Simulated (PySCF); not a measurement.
Species: C4H8OSi.
Geometry (PBE0-D3(BJ)/def2-SVP, Å), atoms numbered from 1 in this order:
```
atom  x, y, z in Å
C1     1.804    1.660    0.015
C2     0.880    0.857    0.907
C3     1.198   -0.583    1.313
C4     0.237   -0.406    0.460
O5    -0.703   -0.921   -0.319
Si6   -1.575    0.045   -1.404
H7     2.571    2.184    0.608
H8     2.321    1.009   -0.707
H9     1.251    2.428   -0.552
H10    0.338    1.487    1.637
H11    1.842   -1.203    1.928
H12   -2.225    1.172   -0.675
H13   -2.587   -0.865   -1.997
H14   -0.659    0.581   -2.451
```

The closed-shell ground state was solved at several levels (PySCF, density fitting, gas phase, non-relativistic).

```json
{"level": "PBE0/STO-3G", "basis functions": "42", "total energy (Eh)": "-515.2235", "HOMO (eV)": "-3.78", "LUMO (eV)": "4.72", "gap (eV)": "8.50", "dipole (D)": "1.91"}
{"level": "CAM-B3LYP/pcSseg-1", "basis functions": "149", "total energy (Eh)": "-521.7373", "HOMO (eV)": "-7.86", "LUMO (eV)": "1.06", "gap (eV)": "8.92", "dipole (D)": "1.21"}
{"level": "KT2/pcSseg-1", "basis functions": "149", "total energy (Eh)": "-528.2312", "HOMO (eV)": "-5.44", "LUMO (eV)": "-1.02", "gap (eV)": "4.42", "dipole (D)": "1.16"}
{"level": "mPW1PW91/pcSseg-1", "basis functions": "149", "total energy (Eh)": "-521.7985", "HOMO (eV)": "-6.59", "LUMO (eV)": "0.04", "gap (eV)": "6.63", "dipole (D)": "1.20"}
{"level": "BHandHLYP/def2-SVPD", "basis functions": "191", "total energy (Eh)": "-521.4928", "HOMO (eV)": "-7.61", "LUMO (eV)": "0.69", "gap (eV)": "8.30", "dipole (D)": "1.06"}
{"level": "PBE0/def2-SVPD", "basis functions": "191", "total energy (Eh)": "-521.2426", "HOMO (eV)": "-6.59", "LUMO (eV)": "-0.11", "gap (eV)": "6.48", "dipole (D)": "1.03"}
{"level": "PBE0/6-311+G(2d,p)", "basis functions": "218", "total energy (Eh)": "-521.5628", "HOMO (eV)": "-6.56", "LUMO (eV)": "-0.30", "gap (eV)": "6.26", "dipole (D)": "1.04"}
```

Question: What might PBE0/IGLO-III (299 basis functions) give for the same quantities?

Answer: Total energy -521.5900 Eh, HOMO -6.55 eV, LUMO 0.02 eV, gap 6.57 eV, dipole 1.00 D.

Question: Over all these levels, which gives the widest orbital gap and which the narrowest?

Answer: CAM-B3LYP/pcSseg-1 (range-separated hybrid) has the widest, 8.92 eV, and KT2/pcSseg-1 (GGA) the narrowest, 4.42 eV. The two share the basis. From the narrowest to the widest the HOMO moves by -2.42 eV and the LUMO by +2.08 eV.

Question: How much does the basis alone move the frontier levels among the 4 PBE0 rows (the withheld one included)?

Answer: The HOMO by 2.81 eV and the LUMO by 5.02 eV. By rising basis size (HOMO, LUMO in eV): STO-3G -3.78, 4.72; def2-SVPD -6.59, -0.11; 6-311+G(2d,p) -6.56, -0.30; IGLO-III -6.55, 0.02.

Question: How far do the dipole and the HOMO energy spread over the levels?

Answer: The dipole runs from 1.00 to 1.91 D (mean 1.20 D) and the HOMO from -7.86 to -3.78 eV.

One conformer stands for the species.
